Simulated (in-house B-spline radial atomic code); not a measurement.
The numbers below are computed, except where a source is named.
Building a PAW d channel for Zr, r_c = 1.5 bohr

Zr, [Kr] 4d2 5s2, non-relativistic PBE, spherical and spin-unpolarised, from an all-electron radial atomic-structure program (B-spline basis) (atomic units; all potentials screened as in the neutral atom).

Two all-electron partial waves φ1, φ2 are integrated outwards at E1 = ε(4d) = -0.145624 and E2 = E1 + 0.5 hartree; φ1 is the bound orbital and φ2 has unit norm inside r_c = 1.4986 bohr. Smooth partners are polynomials, r^3(a0 + a1 r² + a2 r⁴ + a3 r⁶), matched to φ and three derivatives at r_c, with no condition on the norm. The local potential is -13.7754 + (13.5614) r² + (-5.83065) r⁴ + (0.947538) r⁶ inside 1.227 bohr and the all-electron one outside.

```json
{"wave": "1", "φ(r_c)": "0.6927132", "φ'(r_c)": "0.05979928", "a0": "1.019863", "a1": "-0.6954401", "a2": "0.1936971", "a3": "-0.02023083"}
{"wave": "2", "φ(r_c)": "1.168257", "φ'(r_c)": "-0.6409066", "a0": "2.241061", "a1": "-1.636537", "a2": "0.4624132", "a3": "-0.04863013"}
```

Inside r_c the overlaps are <φi φj> = [[0.26537, 0.51382], [0.51382, 1.00000]] and, for the smooth waves, [[0.24801, 0.47649], [0.47649, 0.91952]]. With χj = (Ej − T − V_local) applied to smooth wave j, the program's quadrature gives the matrix B_ij = <smooth i, χj> as [[0.12029, 0.23708], [0.25575, 0.50792]].

Problem. Check the match of the first wave, and find the augmentation charges q_ij.

Solution. At r_c the four terms are 3.43241, -5.25640, 3.28793, -0.77123, which sum to 0.6927, φ1(r_c) to rounding. q_ij is the all-electron overlap less the smooth one: [[0.01736, 0.03734], [0.03734, 0.08048]]. The smooth first wave has a norm of 0.2480 inside r_c against 0.2654, and q11 > 0 puts back the missing charge.

Problem. B isn't symmetric. Show that D_ij = B_ij + Ej q_ij is.

Solution. Integrating by parts gives B12 − B21 = (E1 − E2) q12: 0.23708 − (0.25575) = -0.01867, and −0.5 × (0.03734) = -0.01867. So D12 = 0.23708 + (0.354376)(0.03734) = 0.25031 and D21 = 0.25575 + (-0.145624)(0.03734) = 0.25031; D11 = 0.11776, D22 = 0.53644. The projectors, p = (B⁻¹)ᵀ χ, are dual to the smooth waves; det B = 0.00046, small beside B11 B22, as the two smooth waves look alike inside r_c.

Solving (T + V_local + Σ p D p) ψ = E (1 + Σ p q p) ψ in a sphere of 9 bohr, whose wall lifts the free-atom level a little, gives these levels:

| all-electron | one projector | two projectors |
| --- | --- | --- |
| -0.145419 | -0.145419 | -0.145419 |
| 0.114758 | 0.114680 | 0.114758 |
| 0.417285 | 0.416683 | 0.417285 |
| 0.875254 | 0.872563 | 0.875247 |
| 1.471810 | 1.463040 | 1.471720 |

Problem. What does the second projector gain?

Solution. With one projector the errors are 0.00, -0.08, -0.60, -2.69, -8.77 millihartree. With two the errors are 0.00, 0.00, 0.00, -0.01, -0.09 millihartree. The scattering is exact at E1 and at E2 = 0.354, and over all levels compared the largest error is 0.09 millihartree. The lowest eigenvalue of the overlap operator is 1 with one and 1 with two projectors. The smooth orbital alone needs a cutoff of 12.9 hartree for 1 millihartree of kinetic energy, against 18 for a norm-conserving Troullier-Martins orbital of the same radius; part of the gain comes from giving up the norm, part from the simpler form.
